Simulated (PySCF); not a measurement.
A structure optimised at PBE-D3(BJ)/def2-SVP, used in a PySCF frequency run:

```xyz
9

C      1.3305    -1.5512     0.0000
C      0.1404    -0.9604     0.0000
O     -1.0813    -1.5591     0.0000
C     -0.0076     0.5585     0.0000
F     -0.6870     0.9749    -1.0896
F     -0.6870     0.9749     1.0896
F      1.1976     1.1634     0.0000
H      2.3933    -1.3015     0.0000
H     -0.9352    -2.5255     0.0000
```
Charge 0, spin multiplicity 2.

Task: Write its SMILES, formula and point group.

Result: [CH]=C(O)C(F)(F)F, C3H2F3O, Cs

Task: What are its rotational constants (standard atomic weights)?

Result: 3.6857, 2.5618, 2.0698 GHz
